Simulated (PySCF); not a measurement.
A structure optimised at PBE-D3(BJ)/def2-SVP, used in a PySCF frequency run:

```
C
C 1 1.3632
H 2 1.0989 1 122.72
N 1 1.4782 2 115.69 3 180.00
C 4 1.2934 1 108.16 2 0.00
H 5 1.1073 4 118.84 1 180.00
C 1 1.4867 2 129.97 3 0.00
H 7 1.1054 1 112.69 2 0.00
H 7 1.1116 8 109.67 1 122.44
H 7 1.1116 8 109.67 9 115.12
B 2 1.5593 3 133.21 1 180.00
O 11 1.3571 2 133.13 3 0.00
H 12 0.9755 11 112.46 2 0.00
```
Charge 0, spin multiplicity 1.

Question: Write its SMILES, formula and point group.

Answer: CC1=CB(O)C=N1, C4H6BNO, Cs

Question: What are its rotational constants (standard atomic weights)?

Answer: 6.4646, 1.9410, 1.5068 GHz
